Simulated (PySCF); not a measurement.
# Computed records: CH$_{3}$AlBF, AlBFH$_{3}$O, BFH$_{5}$Si$_{2}$

All values are calculated (PySCF 2.14.0). Calculation on a computer-drawn molecule: the log of a Hartree-Fock and frozen-core CCSD(T) single point meant for a local Hartree-Fock minimum, with one planted fault or none, to be diagnosed. Offsets are logged minus clean, where the clean run is the same molecule without the fault. The reference is restricted for singlets and unrestricted otherwise, and also for a bond in bohr or an excited solution. Adding or removing an electron swaps singlet and doublet. The excited solution moves the top pair (singlet) or top alpha electron (doublet) to the lowest empty orbital. Highest occupied and lowest empty are orbital energies over both spins, largest force is the largest gradient component, triples share is (T) over the correlation energy, the T1 limit is 0.02 restricted and 0.045 unrestricted, electrons count all cores, a negative frequency is imaginary (commonest isotopes), and the dipole is about the centre of nuclear charge.

Common to all runs: meant multiplicity 1; meant basis cc-pV(D+d)Z; logged SCF converged yes; logged CC converged yes; logged SCF stable within its kind yes; possible faults no fault, one electron removed, one electron added, multiplicity raised by two, geometry at a saddle point, SCF held on an excited solution, minimal basis STO-3G, one bond length entered in bohr, all coordinates scaled.

(1) CH$_{3}$AlBF

Logged structure:
```xyz
7
CH3AlBF
F     -0.0666    -1.8530     0.4472
B     -1.2537    -1.5390    -0.1010
C     -2.0205    -0.3033     0.3853
Al    -3.1698    -0.5352     2.0471
H     -1.6717    -2.3188    -0.9165
H     -1.3512     0.5068     0.7150
H     -2.7275     0.0850    -0.3606
```

* meant charge: 0
* logged electrons: 37
* logged basis functions: 80
* logged spin squared: 0.8533
* logged highest occupied: 0.01726 eV
* logged lowest empty: 6.163 eV
* logged largest force: 0.024077 hartree/bohr
* logged T1 diagnostic: 0.031436
* logged D1 diagnostic: 0.13945
* logged triples share: 0.026317
* logged dipole magnitude: 6.6709 debye
* logged energy HF: -405.68569 hartree
* logged energy CCSD(T): -406.20239 hartree
* planted fault: one electron added
* HF energy offset from clean run: 11.53 kcal/mol
* CCSD(T) energy offset from clean run: 6.005 kcal/mol

Drawn bonds:
| atom | other atom | order |
| --- | --- | --- |
| 1 | 2 | 1 |
| 2 | 3 | 1 |
| 3 | 4 | 1 |
| 2 | 5 | 1 |
| 3 | 6 | 1 |
| 3 | 7 | 1 |

Notes: highest electron not bound in this basis.

(2) CH$_{3}$AlBF

Structure as in entry 1.

- meant charge: 0
- logged electrons: 36
- logged basis functions: 80
- logged spin squared: 2.0079
- logged highest occupied: -6.3504 eV
- logged lowest empty: -0.074253 eV
- logged largest force: 0.014663 hartree/bohr
- logged T1 diagnostic: 0.018388
- logged D1 diagnostic: 0.070813
- logged triples share: 0.026048
- logged dipole magnitude: 1.8971 debye
- logged energy HF: -405.65118 hartree
- logged energy CCSD(T): -406.13254 hartree
- planted fault: multiplicity raised by two
- HF energy offset from clean run: 33.18 kcal/mol
- CCSD(T) energy offset from clean run: 49.84 kcal/mol

Drawn bonds:
| atom | other atom | order |
| --- | --- | --- |
| 1 | 2 | 1 |
| 2 | 3 | 1 |
| 3 | 4 | 1 |
| 2 | 5 | 1 |
| 3 | 6 | 1 |
| 3 | 7 | 1 |

(3) AlBFH$_{3}$O

Logged structure:
```xyz
7
AlBFH3O
F     -0.3339     2.9617     2.2111
B     -1.2973     3.1161     1.2949
O     -1.7998     2.0469     0.6886
Al    -2.2618     0.5375     0.0730
H     -1.6650     4.2307     1.0631
H     -3.4365    -0.2131     0.7927
H     -1.5079     0.0080    -1.1968
```

* meant charge: 0
* logged electrons: 38
* logged basis functions: 80
* logged spin squared: 2.0093
* logged highest occupied: -5.6174 eV
* logged lowest empty: -3.5734 eV
* logged largest force: 0.055401 hartree/bohr
* logged T1 diagnostic: 0.051694
* logged D1 diagnostic: 0.32187
* logged triples share: 0.02499
* logged dipole magnitude: 3.6257 debye
* logged energy HF: -442.60285 hartree
* logged energy CCSD(T): -443.15807 hartree
* planted fault: multiplicity raised by two
* HF energy offset from clean run: 136.3 kcal/mol
* CCSD(T) energy offset from clean run: 134.9 kcal/mol

Drawn bonds:
| atom | other atom | order |
| --- | --- | --- |
| 1 | 2 | 1 |
| 2 | 3 | 1 |
| 3 | 4 | 1 |
| 2 | 5 | 1 |
| 4 | 6 | 1 |
| 4 | 7 | 1 |

Notes: T1 above single-reference limit.

(4) AlBFH$_{3}$O

Structure as in entry 3.

- meant charge: 0
- logged electrons: 37
- logged basis functions: 80
- logged spin squared: 0.8356
- logged highest occupied: -17.697 eV
- logged lowest empty: -9.9463 eV
- logged largest force: 0.074015 hartree/bohr
- logged T1 diagnostic: 0.035081
- logged D1 diagnostic: 0.18312
- logged triples share: 0.023957
- logged dipole magnitude: 10.631 debye
- logged energy HF: -442.41889 hartree
- logged energy CCSD(T): -442.95682 hartree
- planted fault: one electron removed
- HF energy offset from clean run: 251.7 kcal/mol
- CCSD(T) energy offset from clean run: 261.1 kcal/mol

Drawn bonds:
| atom | other atom | order |
| --- | --- | --- |
| 1 | 2 | 1 |
| 2 | 3 | 1 |
| 3 | 4 | 1 |
| 2 | 5 | 1 |
| 4 | 6 | 1 |
| 4 | 7 | 1 |

(5) BFH$_{5}$Si$_{2}$

Logged structure:
```xyz
9
BFH5Si2
F     -2.3410     0.0096     0.4228
B     -1.1880    -0.0642    -0.1865
Si     0.4728     0.3296     0.9998
Si     2.4003     4.3345     2.0208
H     -1.0851    -0.3296    -1.3413
H      1.1102    -0.8760     1.5635
H      2.3430     4.3665     3.4905
H      3.7606     4.1955     1.4772
H      1.5857     5.3604     1.3578
```

- meant charge: 1
- logged electrons: 46
- logged basis functions: 99
- logged spin squared: 0.8717
- logged highest occupied: -11.964 eV
- logged lowest empty: -6.209 eV
- logged largest force: 0.01306 hartree/bohr
- logged T1 diagnostic: 0.079097
- logged D1 diagnostic: 0.50517
- logged triples share: 0.025864
- logged dipole magnitude: 4.4474 debye
- logged energy HF: -704.55261 hartree
- logged energy CCSD(T): -705.04948 hartree
- planted fault: one bond length entered in bohr, row 3 of the drawn bonds
- HF energy offset from clean run: 60.3 kcal/mol
- CCSD(T) energy offset from clean run: 66.01 kcal/mol

Drawn bonds:
| atom | other atom | order |
| --- | --- | --- |
| 1 | 2 | 1 |
| 2 | 3 | 1 |
| 3 | 4 | 1 |
| 2 | 5 | 1 |
| 3 | 6 | 1 |
| 4 | 7 | 1 |
| 4 | 8 | 1 |
| 4 | 9 | 1 |

Notes: T1 above single-reference limit.
